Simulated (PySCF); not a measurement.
Te(Me)(SH), SMILES C[Te]S (PBE0/def2-SVP optimised geometry):

```
7

Te    -0.532    -1.286     0.000
C     -0.803     0.852     0.000
H     -1.881     1.035    -0.124
H     -0.253     1.286    -0.844
H     -0.460     1.277     0.951
S      1.881    -1.286     0.000
H      2.056    -1.260     1.342
```

Method: PBE0/def2-TZVP, def2 effective core potentials past Kr (PySCF 2.14.0).

What are the frontier orbital energies and the dipole moment?

HOMO-2 -8.86 eV, HOMO-1 -7.31 eV, HOMO -6.25 eV, LUMO -1.57 eV, LUMO+1 -0.21 eV; dipole moment 1.77 D.

On the same geometry PySCF with PBE/def2-TZVP, def2 effective core potentials past Kr gives HOMO-2 -7.75 eV, HOMO-1 -6.11 eV, HOMO -5.19 eV, LUMO -2.39 eV, LUMO+1 -1.05 eV; dipole moment 1.68 D.
